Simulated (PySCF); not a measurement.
SMILES CC(F)F (C₂H₄F₂), PBE0/def2-SVP optimised geometry.

```
8

C      0.25     0.48     0.00
C     -0.24    -0.24     1.22
F      0.22    -1.52     1.23
F      0.22     0.37     2.34
H      1.35     0.48     0.00
H     -0.11    -0.03    -0.91
H     -0.11     1.52     0.00
H     -1.35    -0.28     1.29
```

Density from PBE0/def2-TZVP (PySCF 2.14.0) at that geometry.

Minimum of the electron density along straight lines between bonded atoms, close to the bond critical point (lines longer than 1.1 times the sum of covalent radii, or with two minima, are not listed):

```
bond   length / Å  ρ at the minimum / e bohr⁻³  ∇²ρ there / e bohr⁻⁵  position (fraction from the first atom)
-----  ----------  ---------------------------  --------------------  ---------------------------------------
C1–C2       1.500                        0.271                 -0.75                                     0.48
C2–F3       1.354                        0.266                 -0.27                                     0.34
C2–F4       1.354                        0.266                 -0.27                                     0.34
C1–H5       1.099                        0.273                 -0.92                                     0.64
C1–H6       1.098                        0.273                 -0.92                                     0.64
C1–H7       1.098                        0.273                 -0.92                                     0.64
C2–H8       1.105                        0.290                 -1.06                                     0.66
```
